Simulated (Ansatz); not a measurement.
Compare A (`[Se]=C1C[SiH2]C1`) with its isomer B (`[SiH3]/C=C1\C[Se]1`).

Isolated molecules relaxed with PBE0-D4/def2-TZVP in Ansatz; ΔE leaves out vibrations. CCSD(T)/CBS adds triple-zeta CCSD(T) − MP2 to the extrapolated MP2 energy (def2 sets, frozen cores). Functionals use def2-TZVPP. B3LYP here is the variant with VWN-RPA as its local correlation; programs differ in this. For Se outer-core shells are correlated without core-valence functions, which leaves a few kJ/mol of doubt a bond. Scalar relativity is left out up to krypton.

Task: Which is lower in electronic energy at CCSD(T)/CBS, and by how much? (Best estimate.)

Result: Ansatz gave: A, by 49.1 kJ/mol.

Task: Give E(B) − E(A) in kJ/mol with HF/def2-TZVPP, CCSD/def2-TZVPP, PBE-D4, B3LYP, CCSD(T)/def2-TZVPP, B3LYP-D4, r2SCAN-D4. (An estimate is asked.)

Result: The calculation gave: HF/def2-TZVPP 35.7, CCSD/def2-TZVPP 44.5, PBE-D4 45.7, B3LYP 35.2, CCSD(T)/def2-TZVPP 46.1, B3LYP-D4 37.8, r2SCAN-D4 47.3. None reverses the order clearly.

Largest T1 diagnostic: 0.016.

In def2-TZVPP, CCSD(T) changes the Hartree–Fock value by +10.4 kJ/mol (the triples alone add +1.6 kJ/mol) and MP2 by +11.4 kJ/mol. From PBE to PBE0 (25 % exact exchange), in def2-TZVPP and without D4, E(B) − E(A) moves by +5.4 kJ/mol.
